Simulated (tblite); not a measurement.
Species: C₄H₉OSi (doublet state).
Atom-mapped SMILES: `[CH3:1][CH2:2][O:3][Si:4]1[CH2:5][CH2:6]1` (hydrogens: H7, H8, H9 on C1; H10, H11 on C2; H12, H13 on C5; H14, H15 on C6)

Structure used (GFN2-xTB), in Å, numbered top down from 1:
```
atom  x, y, z in Å
C1     2.2106   -0.1668    0.0445
C2     1.2760    0.8688    0.6500
O3     0.3021    0.2708    1.4671
Si4   -1.0331   -0.5694    1.0843
C5    -1.5295   -0.9355   -0.7000
C6    -2.4039    0.1558    0.0036
H7     2.6759   -0.7516    0.8337
H8     1.6517   -0.8405   -0.6008
H9     2.9855    0.3254   -0.5372
H10    0.7895    1.4479   -0.1431
H11    1.8331    1.5576    1.2936
H12   -2.0731   -1.8249   -0.9869
H13   -0.9328   -0.5714   -1.5303
H14   -2.3150    1.1563   -0.4048
H15   -3.4413   -0.1146    0.1374
```

Level: GFN2-xTB in tblite, geometry and Hessian alike; calculated harmonic values, unscaled, isolated species. Errors from tens to a few hundred cm⁻¹ against measured bands are possible. One conformer, not necessarily the lowest. Open shells enter through the occupations alone, without spin polarisation, and single modes of such species can be off by tens of per cent.

Harmonic wavenumbers (cm⁻¹): 36.6, 66.2, 98.8, 174.2, 209.3, 279.0, 424.7, 593.7, 635.8, 665.0, 737.7, 789.6, 831.6, 870.0, 968.8, 1021.0, 1035.7, 1051.9, 1087.1, 1113.7, 1141.2, 1145.0, 1252.5, 1327.3, 1398.8, 1438.2, 1453.6, 1477.4, 1482.0, 1494.2, 2910.4, 2939.5, 3008.0, 3025.0, 3038.5, 3041.9, 3046.9, 3061.5, 3078.5.

A = 5719, B = 1783, C = 1611 MHz; mass 101.042 u (most abundant isotopes); point group C1, symmetry number 1; spin multiplicity 2.

Problem. Zero-point energy?

Solution. Half the sum of the wavenumbers: 26725 cm⁻¹ = 76.41 kcal/mol.

Problem. Give the ideal-gas entropy at 400 K and 1 bar in the rigid-rotor, harmonic-oscillator model (classical rotation).

Solution. Translation 41.24, rotation 28.25, vibration 30.19, spin (R ln 2) 1.38: S = 101.0 cal/(mol K).

Problem. And Cp and H(400 K) − H(0)?

Solution. Cp = 37.12 cal/(mol K), of which vibrations give 29.18 (their classical limit is 39 R = 77.5); H(400 K) − H(0) = 9.10 kcal/mol without the zero-point energy, 5.92 from vibrations.

Problem. Which modes carry the vibrational entropy at 400 K?

Solution. 36.6 cm⁻¹: 6.02; 66.2 cm⁻¹: 4.84; 98.8 cm⁻¹: 4.05; 174.2 cm⁻¹: 2.95; 209.3 cm⁻¹: 2.60; 279.0 cm⁻¹: 2.06 cal/(mol K); the other 33 give 7.66 together.

Problem. What must be added to the electronic energy to get the Gibbs energy at 400 K and 1 bar?

Solution. ZPE + [H(400 K) − H(0)] − T·S = 76.41 + 9.10 − 40.42 = 45.09 kcal/mol.

Problem. How do the functions run with temperature in this model?

Solution. 
| T (K) | S (cal/(mol K)) | Cp (cal/(mol K)) | H − H(0) (kcal/mol) | G − H(0) (kcal/mol) | ln q(vib) |
| --- | --- | --- | --- | --- | --- |
| 100 | 68.0 | 16.4 | 1.25 | -5.55 | 1.81 |
| 200 | 81.1 | 22.3 | 3.18 | -13.05 | 3.94 |
| 300 | 91.5 | 29.6 | 5.76 | -21.69 | 5.87 |
| 500 | 110.1 | 43.7 | 13.15 | -41.88 | 9.60 |
| 800 | 133.8 | 57.4 | 28.48 | -78.58 | 15.00 |
| 1000 | 147.3 | 63.4 | 40.59 | -106.72 | 18.38 |

q(vib) and H(0) count from the zero-point level.

Problem. Blend soft modes into free rotors: weight 1/[1 + (100 cm⁻¹/ν̃)⁴] for the oscillator and the rest for a rotor with moment μB/(μ + B), μ = h/(8π²ν), B = 10⁻⁴⁴ kg m². What vibrational entropy results?

Solution. 26.77 cal/(mol K) in place of 30.19, which changes −T·S at 400 K by +1.37 kcal/mol.

Hindered rotation and anharmonicity are outside this model. Other conformers, if any are populated, would add a mixing term that is left out. The structure is chiral; the term R ln 2 for an equal mix with its mirror image is left out.

On one thread of an Arm Neoverse V2, no GPU, shared host with 192 logical CPUs at a one-minute load of 22, this took 0.33 s of wall time. The figure is for the frequency step alone.
